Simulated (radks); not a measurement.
Species: the holmium ion Ho33+. Configuration: [Ar] 3d10 4s2 4p4 (the NIST ground configuration).

Method: Dirac Kohn-Sham, PBE, spin-unpolarised, spherical densities, finite nucleus; open shells fill j = l - 1/2 first; Fermi nuclear charge, rms radius 5.2022 fm; computed with a radial shooting solver on a logarithmic mesh with Libxc functionals.

Energy parts (eV):
| part | energy |
|---|---|
| total | -327277.35 |
| kinetic | 361729.96 |
| electron-nucleus | -760787.45 |
| Hartree | 77826.40 |
| exchange-correlation | -6046.26 |

Orbitals (lengths in bohr, moments of r in powers of bohr; r(max) is where P^2 peaks; r(90%) holds 90 % of the orbital's charge):
| orbital | occ. | eigenvalue (eV) | <1/r> | r(max) | <r> | r(90%) | small-component weight |
|---|---|---|---|---|---|---|---|
| 1s1/2 | 2 | -56738.52 | 76.04 | 0.01311 | 0.02074 | 0.0376 | 6.27e-02 |
| 2s1/2 | 2 | -10572.63 | 18.27 | 0.07476 | 0.08745 | 0.136 | 1.40e-02 |
| 2p1/2 | 2 | -10130.17 | 18.24 | 0.05622 | 0.07282 | 0.120 | 1.40e-02 |
| 2p3/2 | 4 | -9271.698 | 15.90 | 0.06233 | 0.07996 | 0.130 | 1.29e-02 |
| 3s1/2 | 2 | -3323.164 | 6.767 | 0.2102 | 0.2267 | 0.332 | 4.60e-03 |
| 3p1/2 | 2 | -3131.851 | 6.684 | 0.1976 | 0.2161 | 0.324 | 4.55e-03 |
| 3p3/2 | 4 | -2947.238 | 6.090 | 0.2100 | 0.2289 | 0.342 | 4.24e-03 |
| 3d3/2 | 4 | -2624.156 | 5.971 | 0.1656 | 0.2013 | 0.312 | 4.11e-03 |
| 3d5/2 | 6 | -2583.346 | 5.825 | 0.1691 | 0.2052 | 0.317 | 4.03e-03 |
| 4s1/2 | 2 | -1509.663 | 3.195 | 0.4550 | 0.4642 | 0.657 | 1.90e-03 |
| 4p1/2 | 2 | -1429.754 | 3.127 | 0.4522 | 0.4628 | 0.661 | 1.84e-03 |
| 4p3/2 | 2 | -1373.234 | 2.933 | 0.4725 | 0.4818 | 0.687 | 1.76e-03 |

The highest occupied level is 4p3/2 at -1373.2 eV. For comparison, the ionisation energy in NIST's Atomic Spectra Database is 1395 eV (theoretical). In exact Kohn-Sham theory the highest level is minus the ionisation energy, but local and semilocal functionals leave it too shallow, through self-interaction and a potential that decays too fast; potentials with the right tail come closer. Summed over all electrons, <r^2> = 2.511 bohr^2, which gives a Langevin (diamagnetic) susceptibility term of -1.99 x 10^-6 cm^3/mol. The electron density at the nucleus is 8.069e+05 e/bohr^3. The density falls to 0.001 e/bohr^3 at r = 1.16 bohr.

Beside tabulated values, note that spin-unpolarised runs miss the spin-polarisation part of the exchange energy of open shells.
